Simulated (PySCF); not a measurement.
S8, SMILES S1SSSSSSS1.

Geometry optimised at B3LYP-D3(BJ)/def2-SVP.

The numbers are results of PySCF with PBE/def2-TZVP, not measurements.

The molecule is in vacuum.

Computed frontier levels, gap, dipole moment:
highest occupied level: -5.54 eV
lowest empty level: -3.27 eV
orbital gap: 2.27 eV
dipole moment: 0.16 D
quadrupole, principal values (traceless, Buckingham form, about the centre of nuclear charge): -0.96, -0.01, 0.97 D·Å
